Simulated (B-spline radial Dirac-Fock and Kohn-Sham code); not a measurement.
The L3-M45M45 Auger spectrum of Gd⁺

System: gadolinium as Gd⁺ in the configuration [Xe] 4f7 5d1 6s1, inside a Watson sphere of charge -1 and radius 1.8 Å (a model of the Madelung potential; inside it an electron's potential energy is raised by 8.0 eV).

Level of theory: ΔSCF Dirac-Fock with Breit, self-energy and vacuum polarisation, finite nucleus, configuration average; a B-spline atomic structure program. The two-hole levels come from diagonalising the Coulomb interaction among the jj configurations; intensities are independent-particle Coulomb rates. Kinetic energies are from the vacuum level. Electron correlation is not included. Open outer shells are spectators and are not coupled to the holes.

```csv
kinetic energy (eV),J,leading jj holes (weight),leading LS term (weight),intensity (%)
4720.3,0,M4M4 (0.96),¹S0 (0.60),0.8
4740.6,2,M4M4 (0.98),³F2 (0.53),2.9
4762.9,4,M4M5 (0.98),¹G4 (0.90),50.8
4764.3,1,M4M5 (1.00),³P1 (1.00),0.6
4768.1,2,M4M5 (0.97),³P2 (0.52),5.4
4775.6,3,M4M5 (1.00),³F3 (1.00),7.7
4782.6,0,M5M5 (0.96),³P0 (0.60),1.3
4797.2,2,M5M5 (0.99),¹D2 (0.50),8.7
4804.5,4,M5M5 (0.98),³F4 (0.90),21.8
```

The strongest line, by its leading LS label ¹G4, lies at 4762.9 eV. The mean weight of the leading component is 0.98 in jj and 0.73 in LS coupling, so jj labels describe these levels better.

Values without a named source are computed, but for edge energies of neutral atoms, which are taken from tables.
